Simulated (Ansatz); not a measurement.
Total energies of (H2Al-mu-OH)3 (Al3O3H9) from Ansatz at B3LYP-D4/def2-TZVP, gas phase (1 Eh = 27.2114 eV = 2625.5 kJ/mol). The reference geometry is relaxed at PBE-D4/def2-SVP.

```csv
state,geometry,energy (Eh)
charge 0 singlet,reference,-958.86169
charge 1 doublet,reference,-958.50413
free Al atom (doublet),–,-242.38757
free H atom (doublet),–,-0.50215
free O atom (triplet),–,-75.09627
```

B3LYP takes the VWN-RPA correlation.

Question: Work out the vertical ionisation energy to the doublet.

Answer: E(charge 1 doublet) − E(charge 0 singlet) = -958.50413 − (-958.86169) = 0.35756 Eh = 9.73 eV. For comparison, −ε of the highest occupied level is 7.85 eV at this level, 1.88 eV less.

Question: What is the binding energy per atom against free atoms?

Answer: Atoms: 3 × (-242.38757) + 9 × (-0.50215) + 3 × (-75.09627) = -956.97087 Eh. Binding: -956.97087 − (-958.86169) = 1.89082 Eh = 51.45 eV, or 3.43 eV for each of 15 atoms (no zero-point energy, no counterpoise term).
